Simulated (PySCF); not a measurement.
Unknown compound

Molecular formula: C5H7NO2. Simulated spectra:

1H NMR (400 MHz, computed): δ 8.13 (d, 1H), 6.66 (m, 1H), 6.63 (br, 1H), 6.61 (m, 1H), 5.95 (d, 1H), 4.83 (m, 1H), 4.47 (m, 1H).

13C{1H} NMR (computed): δ 157.5 (CH), 156.9 (CH), 134.6 (CH), 109.4 (CH), 96.2 (CH2).

PySCF calculation with GFN2-xTB geometry and shieldings: GIAO PBE0/pcSseg-1; relativity neglected, no solvent, one computed conformer.

Referencing at the same level of theory: 1H and 13C vs TMS.

Deduce the structure.

Results:


1. The formula gives 3 degrees of unsaturation (no ring in the answer).
2. 5 carbon signals for 5 carbons: no two carbons are equivalent.
3. Carbon types of the structure: 4 × CH, 1 × CH2, leaving 1 H on heteroatoms.
4. δC 157.5, 134.6: alkene carbon bearing oxygen.
5. δC 156.9: amide carbonyl carbon; lone-pair donation from the attached heteroatom keeps it upfield of a ketone carbonyl.
6. δC 109.4: alkene carbon bearing nitrogen; as expected for a trigonal carbon in a double bond.
7. δC 96.2: β carbon of an enol-ether or enamine type C=C; the O or N lone pair pushes π density onto this β carbon and shields it.
8. δH 6.63: hydrogen on an amide-type nitrogen; exchangeable; this is the value without hydrogen bonding to other molecules.
9. δH 6.61, 5.95: hydrogen on an alkene carbon bearing oxygen; olefinic region.
10. δH 4.83, 4.47: hydrogen on a β carbon of an enol-ether or enamine type C=C; lone-pair donation from O or N shields it, upfield of ordinary alkene protons.

These data were computed for SMILES C=CO/C=C\NC=O.

This is the structure that produced the data.

OH/NH shifts are gas-phase values; hydrogen bonding in solution moves them, usually downfield. Amide-type NH protons are broadened by 14N but still split neighbouring CH signals. Shifts are as computed. Against solution values, carbons near 30 ppm lie about +3 ppm off and those near 130 ppm about +5 ppm. Of 1309 compounds with measured shifts, 239 miss one by over three times the rms of a fit or turn the order of signals round; such compounds aren't used in these exercises. Hydrogen bonding in solution deshields acid and N–H amide carbonyl carbons by as much as 10 ppm beyond these values. Multiplicities follow the n + 1 count of equivalent neighbours, as no J values were calculated; m marks all less simple cases, F and P coupling included.
